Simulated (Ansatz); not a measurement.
Reaction (formal exchange of groups at a Ge–C bond): `[CH3][GeH2][GeH3]` + `[SiH3][GeH3]` → `[SiH3][GeH2][GeH2][GeH3]` + CH₄

Program: Ansatz. Geometries: PBE0-D4/def2-TZVP. ΔE: electronic, gas phase. CCSD(T)/CBS adds triple-zeta CCSD(T) − MP2 to the extrapolated MP2 energy (def2 sets, frozen cores). This one scheme is used for every species. DFT in def2-TZVPP. For Ge outer-core shells are correlated without core-valence functions, which leaves a few kJ/mol of doubt a bond. Scalar relativity is left out up to krypton. Each species was taken in one conformer, which may not be the lowest.

Question: Is it downhill or uphill in electronic energy at CCSD(T)/CBS, and by how much? (Best estimate.)

Answer: The calculation gave: Downhill: ΔE = -63.8 kJ/mol.

Question: What do these levels give: CAM-B3LYP-D4, B2PLYP, CAM-B3LYP, HF/def2-TZVPP, MP2/def2-TZVPP, CCSD(T)/def2-TZVPP? (An estimate is asked.)

Answer: Ansatz gave: CAM-B3LYP-D4 -60.5, B2PLYP -60.4, CAM-B3LYP -54.7, HF/def2-TZVPP -51.3, MP2/def2-TZVPP -64.4, CCSD(T)/def2-TZVPP -61.5 kJ/mol.

Largest T1 diagnostic among the species: 0.012.

Leaving LDA and LC-ωPBE aside and taking each functional with its dispersion term where it has one, the values, not all of them listed here, spread over 12.1 kJ/mol, from PBE-D4 to B97M-V. The D4 term adds −8.2 kJ/mol with B3LYP and −5.1 kJ/mol with PBE0; it sums over pairs of atoms, weighted by their polarisabilities, and B3LYP, whose exchange is more repulsive, gets the larger term. In def2-TZVPP, CCSD(T) changes the Hartree–Fock value by −10.2 kJ/mol (the triples alone add −1.8 kJ/mol) and MP2 by −13.2 kJ/mol.

B3LYP here is the variant with VWN-RPA as its local correlation; programs differ in this.
